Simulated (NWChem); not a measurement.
The numbers come from NWChem runs, not from measurements. System: H5AlN2, charge 0, spin multiplicity 1, at a geometry optimised with B3LYP/def2-SVP. The structure started from a generated list of species. Level: G0W0@PBE/def2-SVPD, RI basis def2-svpd-rifit.

Input file:

```
start mol
memory heap 200 mb stack 700 mb global 1700 mb
geometry units angstroms nocenter noautoz
  Al     0.000000     0.000000    -0.478879
  H      0.000000     0.000000    -2.058676
  N      1.546957     0.000000     0.399304
  H      2.452981     0.000000    -0.059415
  H      1.676683     0.000000     1.406340
  N     -1.546957     0.000000     0.399304
  H     -1.676683     0.000000     1.406340
  H     -2.452981     0.000000    -0.059415
  symmetry group C2v
end
basis spherical
  * library def2-svpd
end
basis "ri basis" bse spherical
  * library def2-svpd-rifit
end
dft
  xc xpbe96 cpbe96
  iterations 100
  direct
  tolerances tight
end
task dft energy
gw
  states alpha occ 4 vir 2
end
task dft gw
```

NWChem printed:

```
             Northwest Computational Chemistry Package (NWChem) 7.3.0
             --------------------------------------------------------

                                NWChem Input Module
                                -------------------

 Scaling coordinates for geometry "geometry" by  1.889725989
 (inverse scale =  0.529177249)

 Turning off AUTOSYM since
 SYMMETRY directive was detected!

                             Geometry "geometry" -> ""
                             -------------------------

 Output coordinates in angstroms (scale by  1.889725989 to convert to a.u.)

  No.       Tag          Charge          X              Y              Z
 ---- ---------------- ---------- -------------- -------------- --------------
    1 Al                  13.0000     0.00000000     0.00000000    -0.47887900
    2 H                    1.0000     0.00000000     0.00000000    -2.05867600
    3 N                    7.0000     1.54695700     0.00000000     0.39930400
    4 H                    1.0000     2.45298100     0.00000000    -0.05941500
    5 H                    1.0000     1.67668300     0.00000000     1.40634000
    6 N                    7.0000    -1.54695700     0.00000000     0.39930400
    7 H                    1.0000    -1.67668300     0.00000000     1.40634000
    8 H                    1.0000    -2.45298100     0.00000000    -0.05941500

 Effective nuclear repulsion energy (a.u.)     100.7904415587

            Nuclear Dipole moment (a.u.)
            ----------------------------
        X                 Y               Z
 ---------------- ---------------- ----------------
    -0.0000000000     0.0000000000     0.0000056692

      Symmetry information
      --------------------

 Group name             C2v
 Group number             16
 Group order               4
 No. of unique centers     5

      Symmetry unique atoms

     1    2    3    4    5


 Summary of "ao basis" -> "" (spherical)
 ------------------------------------------------------------------------------
       Tag                 Description            Shells   Functions and Types
 ---------------- ------------------------------  ------  ---------------------
 *                         def2-svpd                  on all atoms

 new library libraries.bse/

 Summary of "ri basis" -> "" (spherical)
 ------------------------------------------------------------------------------
       Tag                 Description            Shells   Functions and Types
 ---------------- ------------------------------  ------  ---------------------
 *                      def2-svpd-rifit               on all atoms

  pbe96 is a nonlocal functional; adding pw91lda local functional.

                                 NWChem DFT Module
                                 -----------------

 Summary of "ao basis" -> "ao basis" (spherical)
 ------------------------------------------------------------------------------
       Tag                 Description            Shells   Functions and Types
 ---------------- ------------------------------  ------  ---------------------
 Al                        def2-svpd                10       24   5s3p2d
 H                         def2-svpd                 4        8   2s2p
 N                         def2-svpd                 8       20   4s2p2d

 Summary of "ao basis" -> "ao basis" (spherical)
 ------------------------------------------------------------------------------
       Tag                 Description            Shells   Functions and Types
 ---------------- ------------------------------  ------  ---------------------
 Al                        def2-svpd                10       24   5s3p2d
 H                         def2-svpd                 4        8   2s2p
 N                         def2-svpd                 8       20   4s2p2d

      Symmetry analysis of basis
      --------------------------

        a1         42
        a2         12
        b1         33
        b2         17

            General Information
            -------------------
          SCF calculation type: DFT
          Wavefunction type:  closed shell.
          No. of atoms     :     8
          No. of electrons :    32
           Alpha electrons :    16
            Beta electrons :    16
          Charge           :     0
          Spin multiplicity:     1
          Use of symmetry is: on ; symmetry adaption is: on
          Maximum number of iterations: 100
          This is a Direct SCF calculation.
          AO basis - number of functions:   104
                     number of shells:    46
          Convergence on energy requested:  1.00D-06
          Convergence on density requested:  1.00D-05
          Convergence on gradient requested:  5.00D-04

              XC Information
              --------------
          PerdewBurkeErnzerhof Exchange Functional  1.000
            Perdew 1991 LDA Correlation Functional  1.000 local
           PerdewBurkeErnz. Correlation Functional  1.000 non-local

             Grid Information
             ----------------
          Grid used for XC integration:  medium
          Radial quadrature: Mura-Knowles
          Angular quadrature: Lebedev.
          Tag              B.-S. Rad. Rad. Pts. Rad. Cut. Ang. Pts.
          ---              ---------- --------- --------- ---------
          Al                  1.25       88           9.0       590
          H                   0.35       45          12.0       434
          N                   0.65       49          11.0       434
          Grid pruning is: on
          Number of quadrature shells:   272
          Spatial weights used:  Erf1
[...]
 2-e energy   =     231.240899
 HOMO         =      -0.352115
 LUMO         =       0.000907

      Symmetry analysis of molecular orbitals - initial
      -------------------------------------------------

  Numbering of irreducible representations:

     1 a1          2 a2          3 b1          4 b2

  Orbital symmetries:

     1 a1          2 a1          3 b1          4 a1          5 b1
     6 a1          7 b2          8 a1          9 b1         10 a1
    11 a1         12 b1         13 b1         14 a1         15 b2
    16 a2         17 a1         18 b2         19 b1         20 a1
    21 a1         22 a1         23 b1         24 b2         25 b1
    26 a2

   convergence    iter        energy       DeltaE   RMS-Dens  Diis-err    time
 ---------------- ----- ----------------- --------- --------- ---------  ------
 d= 0,ls=0.0,diis     1   -354.5103297963 -4.55D+02  1.66D-02  6.50D-01     0.6
 d= 0,ls=0.0,diis     2   -354.3386150935  1.72D-01  9.63D-03  2.02D+00     1.0
 d= 0,ls=0.0,diis     3   -354.5815882110 -2.43D-01  1.43D-03  3.78D-02     1.4
 d= 0,ls=0.0,diis     4   -354.5860497139 -4.46D-03  5.08D-04  8.50D-04     1.9
 d= 0,ls=0.0,diis     5   -354.5861643501 -1.15D-04  1.20D-04  4.02D-05     2.3
 d= 0,ls=0.0,diis     6   -354.5861718047 -7.45D-06  2.26D-05  6.67D-07     2.7
 d= 0,ls=0.0,diis     7   -354.5861719208 -1.16D-07  1.30D-06  2.08D-08     3.1

         Total DFT energy =     -354.586171920832
      One electron energy =     -689.501947953881
           Coulomb energy =      268.186168615206
    Exchange-Corr. energy =      -34.060834140867
 Nuclear repulsion energy =      100.790441558710

 Numeric. integr. density =       32.000003020992

     Total iterative time =      3.0s

                  Occupations of the irreducible representations
                  ----------------------------------------------

                     irrep           alpha         beta
                     --------     --------     --------
                     a1                8.0          8.0
                     a2                1.0          1.0
                     b1                5.0          5.0
                     b2                2.0          2.0

                       DFT Final Molecular Orbital Analysis
                       ------------------------------------

 Vector   14  Occ=2.000000D+00  E=-2.718296D-01  Symmetry=a1
              MO Center=  4.0D-15, -7.5D-16, -1.5D+00, r^2= 2.1D+00
   Bfn.  Coefficient  Atom+Function         Bfn.  Coefficient  Atom+Function
  ----- ------------  ---------------      ----- ------------  ---------------
    25      0.408552  2 H  s                 11     -0.246066  1 Al pz
    26      0.234483  2 H  s                 36      0.231329  3 N  s
    72      0.231329  6 N  s                 14     -0.199669  1 Al pz
     8      0.149727  1 Al pz                37     -0.108186  3 N  px
    73      0.108186  6 N  px                39     -0.105224  3 N  pz

 Vector   15  Occ=2.000000D+00  E=-2.304591D-01  Symmetry=b2
              MO Center= -6.7D-14,  2.6D-15,  3.1D-01, r^2= 3.3D+00
   Bfn.  Coefficient  Atom+Function         Bfn.  Coefficient  Atom+Function
  ----- ------------  ---------------      ----- ------------  ---------------
    38      0.370193  3 N  py                74      0.370193  6 N  py
    41     -0.258076  3 N  py                77     -0.258076  6 N  py
    13     -0.166480  1 Al py                10     -0.151137  1 Al py
     7      0.097012  1 Al py                59     -0.040028  4 H  py
   103     -0.040028  8 H  py                67     -0.038668  5 H  py

 Vector   16  Occ=2.000000D+00  E=-2.067232D-01  Symmetry=a2
              MO Center=  7.1D-14,  2.9D-16,  3.7D-01, r^2= 3.5D+00
   Bfn.  Coefficient  Atom+Function         Bfn.  Coefficient  Atom+Function
  ----- ------------  ---------------      ----- ------------  ---------------
    38      0.410522  3 N  py                74     -0.410522  6 N  py
    41     -0.294011  3 N  py                77      0.294011  6 N  py
    20     -0.073192  1 Al d -2              15     -0.070932  1 Al d -2
    67     -0.045537  5 H  py                95      0.045537  7 H  py
    59     -0.037921  4 H  py               103      0.037921  8 H  py

 Vector   17  Occ=0.000000D+00  E=-2.434094D-02  Symmetry=a1
              MO Center= -1.1D-13,  5.5D-14,  3.5D-01, r^2= 9.5D+00
   Bfn.  Coefficient  Atom+Function         Bfn.  Coefficient  Atom+Function
  ----- ------------  ---------------      ----- ------------  ---------------
     5      1.722902  1 Al s                  4     -1.226786  1 Al s
    36      0.790093  3 N  s                 72      0.790093  6 N  s
    62     -0.452381  5 H  s                 90     -0.452381  7 H  s
    14      0.339068  1 Al pz                68      0.258204  5 H  pz
    96      0.258204  7 H  pz                34     -0.213710  3 N  s

 Vector   18  Occ=0.000000D+00  E=-1.393166D-02  Symmetry=b2
              MO Center=  6.7D-15, -6.0D-14, -8.4D-01, r^2= 4.1D+00
   Bfn.  Coefficient  Atom+Function         Bfn.  Coefficient  Atom+Function
  ----- ------------  ---------------      ----- ------------  ---------------
    13      0.742388  1 Al py                10      0.307478  1 Al py
    21     -0.202166  1 Al d -1              38      0.199186  3 N  py
    74      0.199186  6 N  py                41     -0.175520  3 N  py
    77     -0.175520  6 N  py                 7     -0.167192  1 Al py
    16     -0.066743  1 Al d -1              31      0.054781  2 H  py

 Vector   19  Occ=0.000000D+00  E= 1.157673D-02  Symmetry=b1
              MO Center=  2.4D-13, -1.3D-15, -5.4D-01, r^2= 9.1D+00
   Bfn.  Coefficient  Atom+Function         Bfn.  Coefficient  Atom+Function
  ----- ------------  ---------------      ----- ------------  ---------------
    36      3.827576  3 N  s                 72     -3.827576  6 N  s
    54     -1.368996  4 H  s                 98      1.368996  8 H  s
    62     -1.000900  5 H  s                 90      1.000900  7 H  s
    23      0.665365  1 Al d  1              58      0.574380  4 H  px
   102      0.574380  8 H  px                12     -0.497286  1 Al px

 center of mass
 --------------
 x =  -0.00000000 y =   0.00000000 z =  -0.03455977

 moments of inertia (a.u.)
 ------------------
          67.485375564546           0.000000000000           0.000000000000
           0.000000000000         370.367865882108           0.000000000000
           0.000000000000           0.000000000000         302.882490317561

     Multipole analysis of the density
     ---------------------------------

     L   x y z        total         alpha         beta         nuclear
     -   - - -        -----         -----         ----         -------
     0   0 0 0     -0.000000    -16.000000    -16.000000     32.000000

     1   1 0 0     -0.000000     -0.000000     -0.000000     -0.000000
     1   0 1 0      0.000000      0.000000      0.000000      0.000000
     1   0 0 1      0.474123      0.237059      0.237059      0.000006

     2   2 0 0    -16.280037    -99.487534    -99.487534    182.695032
     2   1 1 0      0.000000      0.000000      0.000000      0.000000
     2   1 0 1     -0.000000     -0.000000     -0.000000     -0.000000
     2   0 2 0    -20.767830    -10.383915    -10.383915      0.000000
     2   0 1 1     -0.000000     -0.000000     -0.000000      0.000000
     2   0 0 2    -19.377979    -33.640527    -33.640527     47.903076

 Task  times  cpu:        3.1s     wall:        3.1s

                                NWChem Input Module
                                -------------------

                                 NWChem GW Module
                                 ----------------

                             ***********************
                             ***        GW       ***
                             ***********************

 Summary of "ri basis" -> "ri basis" (spherical)
 ------------------------------------------------------------------------------
       Tag                 Description            Shells   Functions and Types
 ---------------- ------------------------------  ------  ---------------------
 Al                     def2-svpd-rifit             24       78   9s6p6d3f
 H                      def2-svpd-rifit              9       23   4s3p2d
 N                      def2-svpd-rifit             20       64   7s6p5d2f

                 Memory Information
                 ------------------
          Available GA per process is          1699.9 MBs
          Available stack per process is        700.0 MBs
          Available heap per process is           0.0 MBs

          Peak memory in Initialization
              Peak GA per process is                  5.4 MBs
              Peak stack per process is               0.1 MBs
              Peak heap per process is                5.7 MBs
              Memory not in MA per process            0.0 MBs

          Peak memory in AFF Calculation
              Peak GA per process is                 23.1 MBs
              Peak stack per process is              15.1 MBs
              Peak heap per process is                0.0 MBs
              Memory not in MA per process           15.1 MBs

          Computing 2-center integrals
          Computing Inverse Cholesky factor
          Computing 3-center integrals
          Computing V_xc ...

          Computing Sigma_x
          Computing RPA polarizability
          Solving quasiparticle equations

                  Alpha Orbitals
          State     Energy (eV)     Error (eV)
          -----------------------------------
@GW        13        -12.189           0.002
@GW        14        -10.570           0.002
@GW        15         -8.972           0.002
@GW        16         -8.301           0.002
@GW        17          1.358           0.004
@GW        18          2.221           0.002

   Applying  -2.6761 eV scissor-shift to rest of particle states

   Applying   2.0201 eV scissor-shift to rest of hole states

     GW Timing Statistics
   ------------------------
   Init.   :          0.0s
     ERIs  :          0.5s
     Distr.:          0.0s
     Vxc   :          0.1s
   Sigma_x :          0.0s
   RPA     :          0.5s
   Wmn     :          0.0s
   Sigma_c :          0.0s
   GW total:          1.1s

 Task  times  cpu:        1.1s     wall:        1.1s

 Total times  cpu:        4.3s     wall:        4.3s
```
